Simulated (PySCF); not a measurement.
C9H12NSe (charge +1).
Numbering: `[CH3:1][Se:2]/[CH:3]=[CH:4]/[c:5]1[cH:6][cH:7][n+:8]([CH3:9])[cH:10][cH:11]1` (hydrogens: H12, H13, H14 on C1; H15 on C3; H16 on C4; H17 on C6; H18 on C7; H19, H20, H21 on C9; H22 on C10; H23 on C11)

Cartesian coordinates in Å at the PBE0-D3(BJ)/def2-SVP level; atoms count from 1:
```xyz
23
C9H12NSe angstrom
C      4.9347    0.6254   -0.1736
Se     4.0822    2.3596   -0.1310
C      2.3122    1.8685   -0.0791
C      1.7806    0.6145   -0.0750
C      0.3771    0.3212   -0.0319
C     -0.0605   -1.0277   -0.0308
C     -1.3945   -1.3403    0.0095
N     -2.3446   -0.3757    0.0498
C     -3.7562   -0.7522    0.0997
C     -1.9694    0.9250    0.0503
C     -0.6498    1.2966    0.0109
H      4.6439    0.0769   -1.0794
H      4.6906    0.0561    0.7332
H      6.0147    0.8217   -0.1989
H      1.6633    2.7507   -0.0489
H      2.4438   -0.2532   -0.1060
H      0.6651   -1.8421   -0.0628
H     -1.7522   -2.3716    0.0111
H     -3.9628   -1.3089    1.0241
H     -4.3738    0.1522    0.0809
H     -4.0072   -1.3748   -0.7695
H     -2.7752    1.6598    0.0835
H     -0.4238    2.3629    0.0131
```

The calculation used PBE0-D3(BJ)/def2-SVP geometry optimisation, gas phase (PySCF).

Take the most abundant isotopes and a rigid rotor. The values belong to one conformer with, in the numbering `[CH3:1][Se:2]/[CH:3]=[CH:4]/[c:5]1[cH:6][cH:7][n+:8]([CH3:9])[cH:10][cH:11]1`, C1–Se2–C3–C4 0°, C3–C4–C5–C6 180°.

Q: Give the principal moments of inertia and the rotational constants in MHz.

A: Ia = 152.90, Ib = 1977.65, Ic = 2123.98 u·Å²; 505379 MHz·u·Å²/I gives A = 3305, B = 255.5, C = 237.9 MHz.

Q: What kind of rotor is it?

A: A near-prolate asymmetric top. Ray's parameter κ = (2B − A − C)/(A − C) = -0.989; −1 is the prolate and +1 the oblate limit.

Q: What does the inertial defect say?

A: Not planar: Δ = Ic − Ia − Ib = -6.56 u·Å². For a rigid frame Δ = −2 Σ m c², so Σ m c² = 3.28 u·Å² lies off the ab plane, practically all of it from hydrogen. The atom farthest from that plane is 0.93 Å away.

Q: List the rotational levels J(Ka,Kc) to J = 4 (cm⁻¹).

A: Above 0(0,0):
J = 1: 1(0,1) 0.0165, 1(1,1) 0.1182, 1(1,0) 0.1188
J = 2: 2(0,2) 0.0494, 2(1,2) 0.1505, 2(1,1) 0.1523, 2(2,1) 0.4575, 2(2,0) 0.4575
J = 3: 3(0,3) 0.0988, 3(1,3) 0.1990, 3(1,2) 0.2025, 3(2,2) 0.5069, 3(2,1) 0.5069, 3(3,1) 1.0170, 3(3,0) 1.0170
J = 4: 4(0,4) 0.1646, 4(1,4) 0.2637, 4(1,3) 0.2696, 4(2,3) 0.5727, 4(2,2) 0.5727, 4(3,2) 1.0828, 4(3,1) 1.0828, 4(4,1) 1.7970, 4(4,0) 1.7970
The levels of one J sum to (2J + 1)J(J + 1)(A + B + C)/3.

Q: Predict some low-J microwave lines.

A: The dipole components (about the centre of mass, as the species is charged) are |μa| = 9.53 D, |μb| = 1.05 D, |μc| = 0.01 D. The squared components, which scale the intensities, stand as 1.00 : 0.01 : 0.00 (a : b : c). Some lines, for components of 0.1 D or more:

| type | branch | J(Ka,Kc) | MHz | lower level (cm⁻¹) |
| --- | --- | --- | --- | --- |
| a | R | 1(0,1) ← 0(0,0) | 493 | 0.000 |
| a | R | 3(1,3) ← 2(1,2) | 1454 | 0.151 |
| a | R | 3(1,2) ← 2(1,1) | 1507 | 0.152 |
| a | R | 4(0,4) ← 3(0,3) | 1973 | 0.099 |
| a | R | 4(3,1) ← 3(3,0) | 1974 | 1.017 |
| b | Q | 3(1,2) ← 3(0,3) | 3112 | 0.099 |
| b | R | 2(1,2) ← 1(0,1) | 4019 | 0.016 |
| b | Q | 3(2,1) ← 3(1,2) | 9123 | 0.203 |
| b | R | 3(2,1) ← 2(1,2) | 10683 | 0.151 |
| b | Q | 3(3,0) ← 3(2,1) | 15293 | 0.507 |
| b | R | 3(3,1) ← 2(2,0) | 16773 | 0.457 |
| b | R | 4(4,0) ← 3(3,1) | 23384 | 1.017 |

Stationary, but not proved a minimum. Zero-point vibration and centrifugal distortion are left out. A rigid rotor knows nothing of internal rotation, which can split or shift real lines. Quadrupole hyperfine structure (14N) is left out.
